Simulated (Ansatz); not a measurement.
Ansatz (a first-principles code) input for BaCl₂, SMILES [Cl][Ba][Cl], B3LYP-D3(BJ)/def2-TZVP. 

Ansatz 0.2 input:
```yaml
crystal:
  periodic: [false, false, false]
  atoms:
    - {symbol: Ba, position_ang: [0.00000000, -0.00000000, -0.61069887]}
    - {symbol: Cl, position_ang: [-0.00000000, 2.06701186, 1.00585696]}
    - {symbol: Cl, position_ang: [-0.00000000, -2.06701185, 1.00585696]}
basis:
  gaussian:
    orbitals: def2-TZVP
hamiltonian:
  xc: b3lyp
  dispersion: d3bj
relax: {f_tol: 0.002, max_steps: 200}
```

Log of the run:

```
WARN ansatz: RAYON_NUM_THREADS=1 ignored (pool sized by the plan → 1); use --threads N
Functional definition: B3LYP
integrals: 0.04 GiB planned
813 factors; their error is unknown
mean field: 0.36 GiB planned
mean field evaluation 1: about -25742.8209 eV, gradient 3.2e1 eV
mean field evaluation 2: about -25739.6425 eV, gradient 4.9e1 eV
mean field evaluation 4: about -25745.6266 eV, gradient 1.8e0 eV
mean field evaluation 8: about -25745.6981 eV, gradient 1.1e-2 eV
mean field -25745.69805413 eV, -946.1369524284 hartree, gradient 1.2e-5 eV, S^2 0.000000; 0 other end points of the search recorded, 0 dependent functions left out
the calculation of the forces begins
reference -25745.69831806 eV, -946.1369621276 hartree; 22, 22 occupied and 92, 92 virtual orbitals, 813 factors
relax step   1: F+E_penalty+E_count = -25745.84078631 eV  Δ(F+E_penalty+E_count) = +0.000e0 eV  max|allowed force component| = 9.138e-1 eV/Å  Δτ_max = 0.0000 Å  (30 SCF iters, accepted)
these checks for a lower state are left out or cut short: starts, cluster_reference, orbital_swaps, neighbouring_geometries, increment
integrals: 0.04 GiB planned
813 factors; their error is unknown
mean field: 0.35 GiB planned
mean field evaluation 16: about -25745.5906 eV, gradient 5.6e1 eV
mean field -25745.82286945 eV, -946.1415393068 hartree, gradient 1.3e-5 eV, S^2 0.000000; 0 other end points of the search recorded, 0 dependent functions left out
the calculation of the forces begins
reference -25745.82314475 eV, -946.1415494237 hartree; 22, 22 occupied and 92, 92 virtual orbitals, 813 factors
relax step   2: F+E_penalty+E_count = -25745.95809119 eV  Δ(F+E_penalty+E_count) = -1.173e-1 eV  max|allowed force component| = 4.750e-1 eV/Å  Δτ_max = 0.1940 Å  (35 SCF iters, accepted)
these checks for a lower state are left out or cut short: starts, cluster_reference, orbital_swaps, neighbouring_geometries, increment
integrals: 0.04 GiB planned
813 factors; their error is unknown
mean field: 0.35 GiB planned
mean field evaluation 32: about -25745.8732 eV, gradient 2.6e-5 eV
mean field -25745.87316423 eV, -946.1433876060 hartree, gradient 2.6e-5 eV, S^2 0.000000; 0 other end points of the search recorded, 0 dependent functions left out
the calculation of the forces begins
reference -25745.87344312 eV, -946.1433978550 hartree; 22, 22 occupied and 92, 92 virtual orbitals, 813 factors
relax step   3: F+E_penalty+E_count = -25746.00461758 eV  Δ(F+E_penalty+E_count) = -4.653e-2 eV  max|allowed force component| = 1.685e-1 eV/Å  Δτ_max = 0.1927 Å  (34 SCF iters, accepted)
these checks for a lower state are left out or cut short: starts, cluster_reference, orbital_swaps, neighbouring_geometries, increment
integrals: 0.04 GiB planned
813 factors; their error is unknown
mean field: 0.35 GiB planned
mean field -25745.87712577 eV, -946.1435331899 hartree, gradient 1.4e-5 eV, S^2 0.000000; 0 other end points of the search recorded, 0 dependent functions left out
the calculation of the forces begins
reference -25745.87740440 eV, -946.1435434292 hartree; 22, 22 occupied and 92, 92 virtual orbitals, 813 factors
relax step   4: F+E_penalty+E_count = -25746.00835647 eV  Δ(F+E_penalty+E_count) = -3.739e-3 eV  max|allowed force component| = 2.619e-2 eV/Å  Δτ_max = 0.0399 Å  (32 SCF iters, accepted)
these checks for a lower state are left out or cut short: starts, cluster_reference, orbital_swaps, neighbouring_geometries, increment
integrals: 0.04 GiB planned
813 factors; their error is unknown
mean field: 0.35 GiB planned
mean field -25745.87741781 eV, -946.1435439221 hartree, gradient 2.7e-5 eV, S^2 0.000000; 0 other end points of the search recorded, 0 dependent functions left out
the calculation of the forces begins
reference -25745.87769653 eV, -946.1435541650 hartree; 22, 22 occupied and 92, 92 virtual orbitals, 813 factors
relax step   5: F+E_penalty+E_count = -25746.00853047 eV  Δ(F+E_penalty+E_count) = -1.740e-4 eV  max|allowed force component| = 3.213e-3 eV/Å  Δτ_max = 0.0124 Å  (31 SCF iters, accepted)
these checks for a lower state are left out or cut short: starts, cluster_reference, orbital_swaps, neighbouring_geometries, increment
integrals: 0.04 GiB planned
813 factors; their error is unknown
mean field: 0.35 GiB planned
mean field -25745.87747756 eV, -946.1435461179 hartree, gradient 9.9e-6 eV, S^2 0.000000; 0 other end points of the search recorded, 0 dependent functions left out
the calculation of the forces begins
reference -25745.87775637 eV, -946.1435563639 hartree; 22, 22 occupied and 92, 92 virtual orbitals, 813 factors
relax step   6: F+E_penalty+E_count = -25746.00854047 eV  Δ(F+E_penalty+E_count) = -9.995e-6 eV  max|allowed force component| = 1.562e-3 eV/Å  Δτ_max = 0.0033 Å  (34 SCF iters, accepted)
integrals: 0.04 GiB planned
813 factors; their error is unknown
mean field: 0.35 GiB planned
mean field evaluation 64: about -25745.8137 eV, gradient 1.6e-1 eV
mean field -25745.87747756 eV, -946.1435461179 hartree, gradient 9.7e-6 eV, S^2 0.000000; 1 other end points of the search recorded, 0 dependent functions left out
the calculation of the forces begins
reference -25745.87775637 eV, -946.1435563639 hartree; 22, 22 occupied and 92, 92 virtual orbitals, 813 factors
Total energy: -25746.00881927 eV, -946.1483728367 hartree
Atom 0 at     0.000000     0.000000    -0.343260 Å, force     0.000000    -0.000000    -0.001154 eV/Å
Atom 1 at    -0.000000     2.457085     0.872138 Å, force    -0.000000     0.001562     0.000577 eV/Å
Atom 2 at    -0.000000    -2.457085     0.872138 Å, force    -0.000000    -0.001562     0.000577 eV/Å
Dipole moment:     0.000000    -0.000000    -1.520475 e Å
```

The calculation finished and met its thresholds.
